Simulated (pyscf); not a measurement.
**•O–Si(OH)(F)–F, doublet**

Gas-phase minimum from PySCF at ωB97X-D3(BJ)/def2-SVP, one conformer. Other isomers of •O–Si(OH)(F)–F were not searched in full and may lie lower. 

```
Si
F 1 1.5973
F 1 1.6033 2 107.17
O 1 1.6261 2 107.44 3 123.37
H 4 0.9630 1 119.29 2 179.22
O 1 1.6750 2 112.83 3 -116.86
```
Charge 0, spin multiplicity 2.

Properties at ωB97X-D3(BJ)/def2-SVP:

| Item | Value |
|---|---|
| Harmonic wavenumbers, unscaled | 158, 196, 276, 341, 347, 374, 749, 774, 953, 1010, 1037, 3941 cm⁻¹ |
| Zero-point energy | 14.5 kcal/mol |
| Rotational symmetry number | 1 |
| Entropy of this conformer at 298 K and 1 atm, rigid rotor and harmonic oscillator, modes under 100 cm⁻¹ raised to 100 | 324.7 J/(mol K) |
| Dipole moment | 2.22 D |
| Spin expectation value S2 | 0.752 |

Single-point totals, which compare only within one level:

| level | total energy (hartree) |
|---|---|
| ωB97X-D3(BJ)/def2-TZVP | -640.59664 |
| PBE/def2-TZVP | -640.05605 |
| r²SCAN/def2-TZVP | -640.38086 |
| B3LYP-D3(BJ)/def2-TZVP | -640.57770 |
| PBE0-D3(BJ)/def2-TZVP | -640.08358 |
| M06-2X/def2-TZVP | -640.41709 |
| ωB97M-D3(BJ)/def2-TZVP | -640.66169 |

Soft torsions are taken as harmonic, which can shift the entropy by several J/(mol K).
